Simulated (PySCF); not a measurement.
**SiSn⁻: one state, many levels of theory**

State: ²Π (doublet), unpaired electrons π ↑. Set-up: PySCF, scalar-relativistic core potentials, basis sets Si def2-SVPD, Sn def2-SVPD with ECP28. De refers to Si⁻ + Sn in their high-spin ground configurations, without counterpoise correction. The functionals are run spin-unrestricted. A positive dipole points towards Sn; it is taken about the centre of mass and depends on that origin. Levels whose curve was spin-contaminated or gave no clean fit are not listed.

```json
{"Level": "UHF", "Re (Å)": "2.395", "ωe (cm⁻¹)": "435", "De (eV)": "n/a", "μ (D)": "3.56", "CPU s a point (SCF and correlation, without the integrals)": "0.32"}
{"Level": "PBE", "Re (Å)": "2.458", "ωe (cm⁻¹)": "366", "De (eV)": "n/a", "μ (D)": "3.70", "CPU s a point (SCF and correlation, without the integrals)": "0.92"}
{"Level": "BP86", "Re (Å)": "2.460", "ωe (cm⁻¹)": "364", "De (eV)": "n/a", "μ (D)": "3.63", "CPU s a point (SCF and correlation, without the integrals)": "0.65"}
{"Level": "r²SCAN", "Re (Å)": "2.433", "ωe (cm⁻¹)": "384", "De (eV)": "n/a", "μ (D)": "3.67", "CPU s a point (SCF and correlation, without the integrals)": "2.4"}
{"Level": "M06-L", "Re (Å)": "2.446", "ωe (cm⁻¹)": "378", "De (eV)": "n/a", "μ (D)": "3.87", "CPU s a point (SCF and correlation, without the integrals)": "1.3"}
{"Level": "PBE0", "Re (Å)": "2.423", "ωe (cm⁻¹)": "396", "De (eV)": "n/a", "μ (D)": "3.69", "CPU s a point (SCF and correlation, without the integrals)": "2.4"}
{"Level": "M06-2X", "Re (Å)": "2.413", "ωe (cm⁻¹)": "404", "De (eV)": "n/a", "μ (D)": "3.38", "CPU s a point (SCF and correlation, without the integrals)": "1.9"}
```

(1) What does a quarter of exact exchange do here, going from PBE to PBE0?

(2) What does the step from GGA to meta-GGA do here, going from PBE to r²SCAN?

Spin–orbit coupling is left out, which matters for elements this heavy, above all for dissociation energies. The highest Kohn–Sham level is positive in this anion. Much of that is self-interaction error, but it also means that the finite basis helps to hold the extra electron. The state was picked by a PBE0 search and need not be the measured ground state.

The whole job (state search and all levels along the bond) took about 3.7 min on 1 thread of Arm Neoverse V1 (shared host), peak memory 0.76 GiB.

Results:

(1) PBE0 less PBE: -3.5 pm in Re, +8.2 % in ωe. Exact exchange removes part of the self-interaction that spreads semilocal densities, and in most molecules shortens and stiffens the bond and lowers De; so it does here.

(2) r²SCAN less PBE: -2.5 pm in Re, +4.9 % in ωe.
